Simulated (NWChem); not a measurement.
Species: CaF cation; SMILES [F][Ca+]

```xyz
2

Ca     0.0000     0.0000    -0.6158
F      0.0000     0.0000     1.3651
```
Atoms are numbered in this order, from 1.

Computed with NWChem. Coordinates come from a B3LYP/6-31G* (spherical d) optimisation. Vertical excitations in the gas phase; the lowest state need not have the same character in each row.

```json
[
 {"level": "PBE/def2-SVP, full TDDFT", "lowest excitation, singlet (eV)": "4.67", "oscillator strength of that lowest state": "0.007", "lowest triplet (eV)": "4.62", "orbital gap (eV)": "4.69"},
 {"level": "B3LYP/def2-SVP, full TDDFT", "lowest excitation, singlet (eV)": "5.26", "oscillator strength of that lowest state": "0.009", "lowest triplet (eV)": "5.23", "orbital gap (eV)": "6.31"},
 {"level": "LRC-wPBEh/def2-SVP, full TDDFT", "lowest excitation, singlet (eV)": "[?]", "oscillator strength of that lowest state": "[?]", "lowest triplet (eV)": "[?]", "orbital gap (eV)": "[?]"},
 {"level": "Hartree-Fock/def2-SVP, TDHF", "lowest excitation, singlet (eV)": "8.38", "oscillator strength of that lowest state": "0.023", "lowest triplet (eV)": "8.22", "orbital gap (eV)": "13.39"}
]
```

What belongs in the gaps?


- LRC-wPBEh/def2-SVP, full TDDFT, lowest excitation, singlet (eV): 5.85
- LRC-wPBEh/def2-SVP, full TDDFT, oscillator strength of that lowest state: 0.014
- LRC-wPBEh/def2-SVP, full TDDFT, lowest triplet (eV): 5.78
- LRC-wPBEh/def2-SVP, full TDDFT, orbital gap (eV): 10.25
